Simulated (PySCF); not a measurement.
Vertical excitations of a molecule C3F5, multiplicity 2 from TDA-ωB97X/def2-SVPD in PySCF 2.14.0, as energy in eV (oscillator strength): 1.69 (0.001), 4.81 (0.001), 6.28 (0.003), 6.33 (0.002), 7.19 (0.001), 7.70 (0.003), 7.77 (0.000), 8.00 (0.063), 8.19 (0.018), 8.38 (0.355). Geometry optimised at B3LYP-D3(BJ)/def2-SVP. One conformer was computed; it need not be the lowest.

**Question.** Which structure fits?
A. F[C](F)C(F)=C(F)F
B. F[C]=C(F)C(F)(F)F
C. FC(F)=[C]C(F)(F)F

**Answer.** C, FC(F)=[C]C(F)(F)F
